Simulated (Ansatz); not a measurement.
Reaction (formal loss of a carbene): `C[Se][AlH2]` → `[CH2]` (triplet) + `[AlH2][SeH]`

Computed with Ansatz on PBE0-D4/def2-TZVP structures; ΔE is electronic, products minus reactants. CCSD(T)/CBS adds triple-zeta CCSD(T) − MP2 to the extrapolated MP2 energy (def2 sets, frozen cores). This one scheme is used for every species. DFT in def2-TZVPP. Triplets are unrestricted, without spin–orbit coupling. For Se outer-core shells are correlated without core-valence functions, which leaves a few kJ/mol of doubt a bond. Scalar relativity is left out up to krypton.

(1) Is it downhill or uphill in electronic energy at CCSD(T)/CBS, and by how much? (Estimate.)

(2) What do these levels give: PBE0-D4, ωB97M-V, PBE-QIDH, r2SCAN0, HF/def2-SVP, SCS-MP2/def2-QZVPP? (Estimate.)

Largest T1 diagnostic among the species: 0.011.

## Answers

(1) The calculation gave: Uphill: ΔE = +424.1 kJ/mol.

(2) Ansatz gave: PBE0-D4 421.5, ωB97M-V 425.1, PBE-QIDH 419.6, r2SCAN0 393.9, HF/def2-SVP 271.4, SCS-MP2/def2-QZVPP 435.9 kJ/mol.

At CCSD(T), def2-SVP lies −31.2 kJ/mol from the extrapolated value and def2-TZVPP −11.2 kJ/mol. From BLYP to BHLYP (50 % exact exchange), in def2-TZVPP and without D4, ΔE moves by −10.6 kJ/mol.
